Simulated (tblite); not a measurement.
A geometry optimisation, step by step.

Compound: BF₂H₂Si (doublet state).
Bonds: F1–B2, B2–F3, B2–Si4. Hydrogens: H5, H6 on Si4.

Computed with GFN2-xTB (tblite), gas phase: L-BFGS steps from a force-field or distance-geometry start until the largest atomic force falls under 0.01 eV/Å. 14 of its 56 geometries are shown.

Step 0: E = -365.8681 eV, largest atomic force 3.154 eV/Å
```
atom  x, y, z in Å  |  force x, y, z in eV/Å
F1     -1.743   -1.173   -0.299    1.159   2.902  -0.187
B2     -0.904    0.013   -0.280   -2.841  -0.298   0.835
F3     -1.557    1.262    0.021    1.037  -2.919  -0.594
Si4     0.974   -0.299    0.038    0.030   0.309   0.269
H5      1.378   -0.093    1.441    0.158   0.097  -0.231
H6      1.855    0.291   -0.943    0.457  -0.091  -0.093
```

Step 4: E = -366.4264 eV, largest atomic force 0.614 eV/Å
```
atom  x, y, z in Å  |  force x, y, z in eV/Å
F1     -1.740   -1.062   -0.313   -0.415   0.420  -0.170
B2     -0.944   -0.007   -0.227    0.194  -0.236   0.447
F3     -1.545    1.153   -0.008   -0.246  -0.333  -0.196
Si4     0.969   -0.280    0.040    0.187   0.147  -0.036
H5      1.387   -0.088    1.428    0.117   0.025  -0.108
H6      1.877    0.287   -0.942    0.162  -0.024   0.063
```

Step 8: E = -366.4920 eV, largest atomic force 0.244 eV/Å
```
atom  x, y, z in Å  |  force x, y, z in eV/Å
F1     -1.808   -1.024   -0.346   -0.035  -0.069  -0.026
B2     -0.949   -0.039   -0.160    0.030   0.009  -0.011
F3     -1.575    1.121   -0.038    0.031   0.026  -0.040
Si4     0.996   -0.263    0.041   -0.243   0.017   0.015
H5      1.422   -0.083    1.420    0.191  -0.007   0.018
H6      1.916    0.289   -0.939    0.027   0.023   0.044
```

Step 13: E = -366.5043 eV, largest atomic force 0.183 eV/Å
```
atom  x, y, z in Å  |  force x, y, z in eV/Å
F1     -1.831   -1.029   -0.361    0.028   0.026   0.040
B2     -0.970   -0.049   -0.150   -0.031   0.037   0.002
F3     -1.576    1.125   -0.066   -0.067   0.008  -0.089
Si4     0.966   -0.246    0.057    0.166  -0.026   0.073
H5      1.499   -0.091    1.406    0.003  -0.077  -0.035
H6      1.916    0.292   -0.907   -0.099   0.033   0.009
```

Step 17: E = -366.5187 eV, largest atomic force 0.583 eV/Å
```
atom  x, y, z in Å  |  force x, y, z in eV/Å
F1     -1.842   -1.028   -0.352    0.026  -0.097   0.112
B2     -0.991   -0.038   -0.135    0.200   0.066   0.174
F3     -1.614    1.137   -0.169    0.164  -0.041  -0.170
Si4     0.961   -0.240    0.111   -0.563   0.017  -0.152
H5      1.627   -0.156    1.386    0.007  -0.180   0.313
H6      1.861    0.327   -0.862    0.166   0.235  -0.278
```

Step 21: E = -366.5910 eV, largest atomic force 0.806 eV/Å
```
atom  x, y, z in Å  |  force x, y, z in eV/Å
F1     -1.792   -1.032   -0.263   -0.136  -0.139   0.245
B2     -0.971    0.009   -0.107   -0.370  -0.376   0.059
F3     -1.625    1.139   -0.353    0.285   0.181  -0.170
Si4     0.920   -0.225    0.165    0.541   0.585  -0.119
H5      1.713   -0.321    1.404   -0.299  -0.225  -0.323
H6      1.758    0.431   -0.868   -0.020  -0.026   0.309
```

Step 25: E = -366.7248 eV, largest atomic force 0.646 eV/Å
```
atom  x, y, z in Å  |  force x, y, z in eV/Å
F1     -1.799   -1.060   -0.150   -0.146   0.157   0.342
B2     -0.983   -0.004   -0.058   -0.149   0.110  -0.457
F3     -1.560    1.134   -0.511    0.181  -0.449   0.088
Si4     0.914   -0.117    0.174    0.244   0.099   0.368
H5      1.704   -0.477    1.385   -0.282  -0.020  -0.581
H6      1.728    0.527   -0.861    0.152   0.104   0.240
```

Step 30: E = -366.9101 eV, largest atomic force 0.477 eV/Å
```
atom  x, y, z in Å  |  force x, y, z in eV/Å
F1     -1.845   -1.004    0.106   -0.077  -0.062   0.224
B2     -0.965   -0.032   -0.101   -0.089   0.384  -0.268
F3     -1.490    1.012   -0.777   -0.058  -0.234   0.040
Si4     0.889    0.057    0.300    0.095  -0.227  -0.219
H5      1.722   -0.739    1.188   -0.005  -0.016   0.023
H6      1.692    0.708   -0.736    0.135   0.156   0.199
```

Step 34: E = -366.9759 eV, largest atomic force 0.462 eV/Å
```
atom  x, y, z in Å  |  force x, y, z in eV/Å
F1     -1.849   -0.907    0.307    0.192   0.046   0.077
B2     -0.948   -0.018   -0.136   -0.044  -0.183   0.245
F3     -1.508    0.883   -0.940   -0.052   0.184  -0.183
Si4     0.911    0.074    0.302   -0.122  -0.171  -0.411
H5      1.679   -0.896    1.088   -0.037   0.204  -0.067
H6      1.719    0.866   -0.642    0.063  -0.080   0.339
```

Step 38: E = -367.0428 eV, largest atomic force 0.202 eV/Å
```
atom  x, y, z in Å  |  force x, y, z in eV/Å
F1     -1.832   -0.805    0.495    0.128   0.096  -0.102
B2     -0.967   -0.008   -0.154   -0.189  -0.062  -0.037
F3     -1.568    0.777   -1.061    0.030  -0.042   0.115
Si4     0.910   -0.004    0.139    0.042   0.031   0.033
H5      1.635   -0.933    1.002   -0.010   0.043  -0.008
H6      1.825    0.975   -0.443   -0.001  -0.065  -0.001
```

Step 42: E = -367.0476 eV, largest atomic force 0.081 eV/Å
```
atom  x, y, z in Å  |  force x, y, z in eV/Å
F1     -1.830   -0.845    0.444   -0.028  -0.009   0.007
B2     -0.970   -0.012   -0.152    0.031  -0.003  -0.030
F3     -1.560    0.823   -1.014   -0.057   0.009   0.006
Si4     0.905   -0.004    0.152    0.023   0.067  -0.039
H5      1.638   -0.896    1.038    0.026  -0.033   0.040
H6      1.820    0.936   -0.489    0.005  -0.031   0.017
```

Step 47: E = -367.0486 eV, largest atomic force 0.032 eV/Å
```
atom  x, y, z in Å  |  force x, y, z in eV/Å
F1     -1.828   -0.850    0.436    0.032   0.000  -0.002
B2     -0.969   -0.014   -0.159   -0.007  -0.008   0.012
F3     -1.575    0.833   -1.000   -0.009   0.007  -0.012
Si4     0.908   -0.005    0.143   -0.015  -0.002   0.024
H5      1.634   -0.887    1.052   -0.018   0.009  -0.020
H6      1.832    0.926   -0.495    0.017  -0.007  -0.002
```

Step 51: E = -367.0489 eV, largest atomic force 0.046 eV/Å
```
atom  x, y, z in Å  |  force x, y, z in eV/Å
F1     -1.818   -0.850    0.443   -0.010  -0.021  -0.004
B2     -0.968   -0.014   -0.163   -0.001   0.046   0.005
F3     -1.581    0.832   -1.000   -0.003  -0.021   0.002
Si4     0.907    0.001    0.144    0.005   0.011  -0.006
H5      1.623   -0.890    1.049    0.002  -0.005   0.001
H6      1.840    0.923   -0.493    0.006  -0.010   0.002
```

Step 55: E = -367.0493 eV, largest atomic force 0.003 eV/Å
```
atom  x, y, z in Å  |  force x, y, z in eV/Å
F1     -1.812   -0.855    0.441    0.002   0.001  -0.001
B2     -0.970   -0.007   -0.161   -0.002   0.001   0.000
F3     -1.591    0.830   -1.000    0.002  -0.001   0.002
Si4     0.907    0.008    0.144    0.000  -0.003   0.000
H5      1.616   -0.890    1.049   -0.002   0.000   0.000
H6      1.852    0.916   -0.495    0.000   0.002  -0.001
```

Question: Summarise the path.

Answer: The energy falls by 113.96 kJ/mol from step 0 to step 55; nine tenths of that is first reached at step 32. It rises by more than 0.2 meV at step 29. The largest force goes from 3.154 to 0.003 eV/Å. Among the bonds F1–B2 changes most, from 1.453 to 1.338 Å; the atoms move by 0.755 Å rms after alignment.

Question: Follow the three bonds and two angles with the largest change from start to end.

Answer: 
```tsv
step	E above end (kJ/mol)	largest force (eV/Å)	F1–B2 (Å)	B2–F3 (Å)	B2–Si4 (Å)	B2–Si4–H5 (°)	B2–Si4–H6 (°)
0	113.96	3.154	1.453	1.441	1.930	113.6	114.6
2	72.35	3.132	1.278	1.289	1.994	113.1	117.3
5	55.97	0.567	1.321	1.321	1.928	112.4	119.7
7	54.04	0.226	1.318	1.323	1.962	111.7	120.6
10	53.33	0.191	1.323	1.324	1.969	112.9	121.7
12	52.81	0.216	1.322	1.324	1.959	115.4	122.5
14	52.44	0.120	1.321	1.324	1.959	117.4	122.4
17	51.19	0.583	1.323	1.330	1.978	124.1	119.4
19	49.13	0.617	1.329	1.333	1.975	130.2	115.5
22	40.95	1.239	1.337	1.349	1.899	131.4	114.0
24	34.88	0.730	1.334	1.344	1.907	126.5	117.1
26	26.04	0.686	1.342	1.360	1.920	132.9	114.8
29	20.19	1.163	1.365	1.364	1.901	128.1	111.9
31	12.43	0.353	1.337	1.339	1.901	131.7	112.9
33	9.41	0.472	1.345	1.333	1.909	128.7	112.7
36	2.02	0.349	1.337	1.332	1.909	124.9	120.6
38	0.63	0.202	1.343	1.342	1.899	125.5	124.0
41	0.20	0.080	1.336	1.337	1.900	126.2	123.3
43	0.13	0.069	1.338	1.339	1.899	126.4	123.6
45	0.09	0.048	1.339	1.339	1.901	126.3	123.9
48	0.05	0.025	1.338	1.338	1.901	125.7	124.0
50	0.04	0.038	1.337	1.339	1.901	125.5	124.3
53	0.01	0.036	1.338	1.339	1.901	125.3	124.9
55	0.00	0.003	1.338	1.338	1.901	125.1	125.1
```

What follows is the cost of the whole relaxation. Hardware: one thread, Arm Neoverse V2 (aarch64), shared host with 192 logical CPUs at a one-minute load of 37. Cost: 0.12 s wall.
